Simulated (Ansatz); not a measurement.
In₇As₆H₂₀⁻, a cluster cut from zinc blende InAs (hydrogen-capped). Charge -1, multiplicity 1. Geometry PBE-D4/def2-SVP, basis def2-SVP, Ansatz.

```xyz
33

In    2.701    0.356    3.260
In   -4.482    1.277   -1.685
In   -1.586   -1.301    1.688
In   -0.064    2.455    0.515
In    3.741    0.930   -1.193
In   -0.052   -1.132   -2.240
In    2.713   -3.228    0.509
As   -2.792    2.492    0.057
As    0.112    0.661    2.434
As    3.552   -0.707    0.939
As   -2.781   -0.713   -2.401
As    0.123   -2.521   -0.010
As    1.040    1.191   -1.547
H     2.699   -0.856    4.525
H     3.331    1.978    3.477
H    -4.598    2.340   -3.073
H    -5.828    0.598   -0.807
H    -2.026   -2.334    3.029
H    -2.804   -0.523    0.667
H     0.373    4.141    0.690
H     4.338    2.504   -0.706
H     4.348    0.055   -2.586
H     0.393   -1.736   -3.821
H     2.709   -4.137    2.007
H     3.352   -3.855   -0.999
H    -3.425    2.295    1.434
H    -3.153    3.981   -0.045
H    -0.631    1.408    3.550
H     5.038   -0.940    1.247
H    -3.409   -1.994   -1.854
H    -3.137   -1.004   -3.867
H    -0.610   -3.796   -0.445
H     0.816    2.113   -2.750
```

| run | HOMO (eV) | LUMO (eV) |
| --- | --- | --- |
| A | -3.81 | 1.01 |
| B | -6.34 | 3.01 |
| C | -4.03 | 1.18 |
| D | -3.30 | 0.73 |
| E | -3.07 | 0.53 |
| F | -3.65 | 0.96 |

In the def2 sets In takes a core potential; there is no spin–orbit coupling. LC-ωPBE has ω = 0.4 bohr⁻¹. B3LYP takes the VWN-RPA correlation. Single mean-field runs in def2-SVP are fitted with def2-universal-jkfit.

**Question.** The runs used B3LYP, LC-ωPBE, PBE, PBE0, r2SCAN, r2SCANh. Estimate which is which.

**Answer.** A B3LYP (20 % exact exchange); B LC-ωPBE (range-separated); C PBE0 (25 % exact exchange); D r2SCAN (0 % exact exchange); E PBE (0 % exact exchange); F r2SCANh (10 % exact exchange). Exact exchange lowers occupied and raises empty levels; among semilocal functionals meta-GGAs tend to open the gap a little, and such runs are hard to tell apart. The gap grows from 3.60 eV (PBE) to 9.35 eV (LC-ωPBE).
